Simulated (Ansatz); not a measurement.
Frontier orbitals of FGaH$_{2}$Se (`[F][GaH][SeH]`).

The species carries charge 0 and has multiplicity 1. Correlated methods include outer-core shells of Ga, Se, which these sets cover unevenly. Scalar relativity is left out up to krypton. The geometry is a stationary point of PBE0-D4/def2-TZVP. It is one conformer, not always the lowest. Basis def2-TZVPP, the Gaussian-basis code of Ansatz.

Task: Compute the vertical ionisation energy as the energy of the cation minus that of the neutral molecule, at each level. (Best estimate.)

Result: The calculation gave: 
```tsv
level	IE (eV)	difference from CCSD(T)/def2-TZVPP
PBE-D4/def2-TZVPP	9.89	-0.06
r2SCAN-D4/def2-TZVPP	9.96	0.01
PBE0-D4/def2-TZVPP	9.96	0.01
B3LYP-D4/def2-TZVPP	10.03	0.08
ωB97X-V/def2-TZVPP	9.98	0.03
ωB97M-V/def2-TZVPP	9.93	-0.02
B2PLYP/def2-TZVPP	9.95	0.00
HF/def2-TZVPP	8.97	-0.98
MP2/def2-TZVPP	9.99	0.04
CCSD/def2-TZVPP	9.89	-0.06
CCSD(T)/def2-TZVPP	9.95	0.00
HF/def2-QZVPP	8.95	-1.00
MP2/def2-QZVPP	10.10	0.16
CCSD/def2-QZVPP	9.97	0.02
CCSD(T)/def2-QZVPP	10.05	0.10
```

B3LYP here is the variant with VWN-RPA as its local correlation; programs differ in this.
